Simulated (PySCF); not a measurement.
CH6AsB.

```xyz
9

B     -1.1753     0.2814    -0.3342
As     0.5902    -0.5250     0.1713
H      0.1068    -1.4995     1.2263
H      1.0683     0.5469     1.1330
H     -2.0886    -0.4925    -0.5217
C     -1.3733     1.7998    -0.6278
H     -2.1134     2.1706     0.1088
H     -1.8564     1.9606    -1.6079
H     -0.4779     2.4343    -0.5531
```

Coordinates come from a r2SCAN-D4/def2-SVP optimisation.

Level of theory: B3LYP/pcSseg-1 (PySCF). Non-relativistic, no solvent.

**Question.** Give the absolute GIAO shielding of each atom: isotropic value and principal components (ppm). (The exact figures need the calculation; the answer reports its results.)

**Answer.** 
| atom | σ(iso) | σ11 | σ22 | σ33 | span |
|---|---|---|---|---|---|
| B1 | -9.1 | -121.2 | -27.2 | 121.3 | 242.4 |
| As2 | 1668.7 | 1522.6 | 1606.0 | 1877.5 | 354.9 |
| H3 | 28.1 | 21.5 | 23.5 | 39.3 | 17.8 |
| H4 | 28.4 | 21.6 | 24.6 | 38.9 | 17.2 |
| H5 | 22.3 | 14.0 | 25.6 | 27.1 | 13.1 |
| C6 | 159.7 | 132.4 | 168.2 | 178.5 | 46.2 |
| H7 | 30.2 | 26.6 | 28.3 | 35.6 | 9.0 |
| H8 | 29.7 | 26.3 | 27.4 | 35.5 | 9.3 |
| H9 | 29.6 | 26.1 | 30.5 | 32.1 | 6.0 |
